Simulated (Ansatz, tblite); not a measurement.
Removing and adding an electron: CrN4F2H12 (relaxed from a model of trans-CrF2(NH3)4, whose bonding it doesn't keep). Total charge 0; quintet. Geometry: PBE-D4/def2-SVP. Ansatz, gas phase; energy differences of separate SCF runs; the oxidised species was run as a quartet alone; the reduced species was run as a sextet alone.

Cartesian coordinates in Å:
```
Cr -0.0044 0.0812 0.0042
F 0.3779 0.5215 1.8005
F -0.3653 -0.3796 -1.7928
N -1.9483 -0.4594 0.6381
H -2.2521 0.1733 1.3904
H -1.9639 -1.4049 1.0449
H -2.6288 -0.4416 -0.1761
N 1.9394 0.6168 -0.6248
H 2.1748 0.0728 -1.4657
H 2.6319 0.4495 0.1611
H 2.0055 1.6085 -0.8927
N 3.1200 0.2415 1.9151
H 3.4024 -0.6653 2.3103
H 2.0958 0.3513 2.1108
H 3.6132 0.9552 2.4677
N -3.1127 -0.4350 -1.9362
H -3.5003 0.3934 -2.4064
H -3.5049 -1.2475 -2.4295
H -2.0803 -0.4318 -2.1190
```

The xTB rows come from tblite. B3LYP takes the VWN-RPA correlation. In the quintet geometry the species has come apart into loosely held pieces. In the quartet geometry the species has come apart into loosely held pieces. In the sextet geometry the species has come apart into loosely held pieces.

| level | −HOMO (eV) | vertical IE (eV) | −LUMO (eV) | vertical EA (eV) | HOMO–LUMO gap (eV) | IE − EA (eV) | remarks |
| --- | --- | --- | --- | --- | --- | --- | --- |
| GFN1-xTB | – | 12.72 | – | 3.22 | – | 9.50 | – |
| GFN2-xTB | – | 10.64 | – | -0.87 | – | 11.51 | – |
| HF/def2-TZVP | 10.86 | 7.69 | -2.22 | -2.13 | 13.08 | 9.82 | HOMO above zero (-1 sextet) |
| PBE-D4/def2-TZVP | 3.17 | 6.94 | 0.62 | -1.11 | 2.55 | 8.06 | HOMO above zero (-1 sextet), lower spin may lie lower (-1 sextet), spin-contaminated (⟨S²⟩ 3.94) (+1 quartet) |
| r2SCAN-D4/def2-TZVP | 3.67 | 7.22 | 0.27 | -1.34 | 3.41 | 8.56 | HOMO above zero (-1 sextet), spin-contaminated (⟨S²⟩ 3.91) (+1 quartet) |
| B3LYP-D4/def2-TZVP | 5.02 | 7.54 | 0.03 | -1.18 | 4.99 | 8.72 | HOMO above zero (-1 sextet) |
| PBE0-D4/def2-TZVP | 5.43 | 7.62 | -0.23 | -1.33 | 5.66 | 8.94 | HOMO above zero (-1 sextet) |
| ωB97X-V/def2-TZVP | 7.86 | 7.61 | -1.90 | -1.83 | 9.76 | 9.44 | HOMO above zero (-1 sextet) |

Relaxing the oxidised species (PBE-D4/def2-SVP) changes its energy by -0.90 eV at PBE-D4/def2-TZVP, so the adiabatic ionisation energy to this nearest minimum is 6.04 eV. At PBE0-D4/def2-TZVP it is 6.51 eV.  Relaxing the reduced species (PBE-D4/def2-SVP) changes its energy by -0.04 eV at PBE-D4/def2-TZVP, so the adiabatic electron affinity to this nearest minimum is -1.08 eV. At PBE0-D4/def2-TZVP it is -1.29 eV. The highest occupied level of the relaxed charge -1 sextet lies above zero (up to 2.64 eV). By energy differences, losing it releases 1.08 eV (each at its own geometry, to the charge 0 quintet, at PBE-D4/def2-TZVP). An occupied level of the relaxed charge -1 sextet lies above an empty one of the other spin, so a lower spin may lie lower.    At PBE0-D4/def2-TZVP the lowest empty level of the quintet has β spin (-0.17 eV), and filling it gives a quartet, which wasn't run; the affinity to the sextet shown is then probably not the largest one. A HOMO above zero means that the electron is unbound at that level or that self-interaction error raises the level; the energy of removing that electron tells which. HOMO and LUMO are the levels of the spin that leaves or enters (xTB has no such levels and no spin-polarisation term). Other spin states of the ions may lie lower, which would lower the ionisation energy or raise the affinity. Raw xTB energy differences between charge states are shifted by several eV; the methods need an empirical correction for them. Sets without diffuse functions give affinities that are too small. A negative affinity means that the extra electron isn't bound; its size then hangs on the basis.
